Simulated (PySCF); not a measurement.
A GIAO shielding run with PySCF 2.14 (density fitting, non-relativistic, gas phase) on SMILES CC[C@@H](C)/P=C\C(F)(F)F, C6H10F3P:

```
$ OMP_NUM_THREADS=1 python probes_run.py task.json out

{"job": {"kind": "nmr", "xc": "PBE0", "basis": "pcSseg-1"}, "charge": 0, "multiplicity": 1}
C     -2.012543     1.100269     0.731229
C     -1.019178     0.869729    -0.401279
C     -0.311150    -0.488678    -0.293376
C     -1.258674    -1.660787    -0.548063
P      1.037407    -0.545799    -1.599144
C      2.436795    -0.103122    -0.794795
C      2.625140     0.227918     0.637035
F      2.356549    -0.803913     1.471165
F      1.846517     1.243356     1.070670
F      3.888532     0.593386     0.902089
H     -1.516566     1.000099     1.693840
H     -2.425698     2.103585     0.662513
H     -2.835010     0.391332     0.686112
H     -1.536085     0.930861    -1.362662
H     -0.270508     1.666315    -0.372566
H      0.117669    -0.592128     0.706043
H     -0.716945    -2.605061    -0.515544
H     -2.036055    -1.695171     0.210655
H     -1.729979    -1.567601    -1.525142
H      3.354634    -0.053913    -1.361818
```

Hardware: 1 thread of an Arm Neoverse V1, shared host. The job also computes population analyses, field gradients.

Question: How large is the calculation?

Answer: 88 electrons, 227 basis functions and 1198 auxiliary functions.

Question: How long does it take, and how much memory does it need?

Answer: 46 s of wall time, with 14 SCF cycles and 5 response iterations; peak memory 0.97 GiB. Times on a shared host scatter by some tens of per cent.
